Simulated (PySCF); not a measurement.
Molecule: C6H11, charge -1, multiplicity 1. It need not be the lowest isomer of its formula. Whether it binds its extra electron was not tested at this geometry. 
Geometry from a B3LYP-D3(BJ)/def2-TZVP (Ansatz) optimisation:
```xyz
17

C      2.3011    -0.6725    -0.5441
C      1.2432     0.4080    -0.8805
C      0.3132     0.7766     0.2291
C     -0.9325     0.1992     0.4799
C     -1.7759     0.4417     1.5591
C     -1.4583    -0.8035    -0.5399
H      2.9071    -0.3530     0.3090
H      2.9782    -0.8760    -1.3909
H      1.8118    -1.6081    -0.2604
H      0.6908     0.0537    -1.7615
H      1.8014     1.2932    -1.2306
H      0.7013     1.4817     0.9625
H     -2.7462    -0.0337     1.6307
H     -1.5039     1.1403     2.3442
H     -2.4617    -1.1365    -0.2683
H     -0.8162    -1.6886    -0.6107
H     -1.5074    -0.3696    -1.5447
```
Charge -1, spin multiplicity 1.

Dispersion corrections to the total energy (kcal/mol) from the dftd3 and dftd4 libraries through PySCF: D3(BJ) without and D4 with the three-body term, each with the damping fitted for the functional named.

```json
[
 {"functional": "BLYP", "D3(BJ)": "-17.42", "D4": "(withheld)"},
 {"functional": "B2PLYP", "D3(BJ)": "-6.40", "D4": "-6.40"},
 {"functional": "PBE0", "D3(BJ)": "-7.29", "D4": "-7.69"},
 {"functional": "LC-wPBE", "D3(BJ)": "-7.75", "D4": "-9.98"},
 {"functional": "TPSS", "D3(BJ)": "-10.59", "D4": "-12.28"},
 {"functional": "revPBE", "D3(BJ)": "-21.69", "D4": "(withheld)"},
 {"functional": "HSE06", "D3(BJ)": "(withheld)", "D4": "-7.10"}
]
```

Complete the blanks.


- BLYP, D4: -20.05
- revPBE, D4: -30.68
- HSE06, D3(BJ): -5.40
